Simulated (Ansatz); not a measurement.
Consider the formal exchange of groups at the Si–Si bond: `[GeH3][SiH2][SiH2][SiH2][GeH2][GeH3]` + GeH₄ → `[GeH3][SiH2][GeH2][GeH3]` + `[SiH3][SiH2][GeH3]`.

Isolated molecules relaxed with PBE0-D4/def2-TZVP in Ansatz; ΔE leaves out vibrations. CCSD(T)/CBS adds triple-zeta CCSD(T) − MP2 to the extrapolated MP2 energy (def2 sets, frozen cores). DFT in def2-TZVPP. B3LYP here is the variant with VWN-RPA as its local correlation; programs differ in this. HSE06 is defined as in plane-wave codes. For Ge outer-core shells are correlated without core-valence functions, which leaves a few kJ/mol of doubt a bond. Scalar relativity is left out up to krypton. Each species was taken in one conformer, which may not be the lowest.

(1) Is it downhill or uphill in electronic energy at CCSD(T)/CBS, and by how much? (An estimate is asked.)

(2) What do these levels give: BLYP-D4, B3LYP-D4, HSE06-D4, BHLYP-D4, PBE0, B3LYP, r2SCAN0, HSE06, HF/def2-SVP, SCS-MP2/def2-TZVPP, MP2/def2-QZVPP, CCSD/CBS(def2)? (An estimate is asked.)

Largest T1 diagnostic among the species: 0.013.

Results:

(1) The calculation gave: Nearly level: ΔE = -0.6 kcal/mol.

(2) Computed: BLYP-D4 0.1, B3LYP-D4 -0.1, HSE06-D4 0.3, BHLYP-D4 -0.2, PBE0 -2.2, B3LYP -4.4, r2SCAN0 -1.7, HSE06 -2.2, HF/def2-SVP -4.0, SCS-MP2/def2-TZVPP -1.5, MP2/def2-QZVPP -0.6, CCSD/CBS(def2) -1.5 kcal/mol.

In def2-TZVPP, CCSD(T) changes the Hartree–Fock value by +4.7 kcal/mol (the triples alone add +0.9 kcal/mol) and MP2 by +4.7 kcal/mol. Leaving LDA and LC-ωPBE aside and taking each functional with its dispersion term where it has one, the values, not all of them listed here, spread over 4.0 kcal/mol, from B2PLYP to B97M-V. LDA lies +2.9 kcal/mol from PBE without D4.
